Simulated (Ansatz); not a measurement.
`[O]=[Mo]([OH])([OH])=[S]` at its PBE0-D4/def2-TZVP geometry, where that method's forces vanish. Total charge 0; spin multiplicity 1. Mo takes the def2 core potential.

| atom | x (Å) | y (Å) | z (Å) |
| --- | --- | --- | --- |
| O1 | 0.241 | -0.994 | 1.434 |
| Mo2 | -0.303 | -0.176 | 0.085 |
| O3 | -0.162 | 1.663 | 0.365 |
| O4 | 0.701 | -0.680 | -1.405 |
| S5 | -2.329 | -0.665 | -0.255 |
| H6 | 0.335 | 2.032 | 1.101 |
| H7 | 1.518 | -1.181 | -1.325 |

Problem. For each bond, give half the difference of the two atoms' forces along it (eV/Å; positive pushes the atoms apart) under PBE-D4, r2SCAN-D4, B3LYP-D4, ωB97M-V in def2-TZVPP. (Estimate.)

Solution. Computed: 
```
  bond  length (Å)  PBE-D4  r2SCAN-D4  B3LYP-D4  ωB97M-V
O1–Mo2       1.669    0.95       0.51      0.41    -0.43
Mo2–O3       1.866    0.04       0.03      0.16     0.20
Mo2–O4       1.866    0.04       0.03      0.16     0.20
Mo2–S5       2.112    0.44       0.28      0.26    -0.21
 O3–H6       0.961    0.29      -0.02     -0.09    -0.07
 O4–H7       0.961    0.29      -0.02     -0.09    -0.07
```

B3LYP here is the variant with VWN-RPA as its local correlation; programs differ in this.
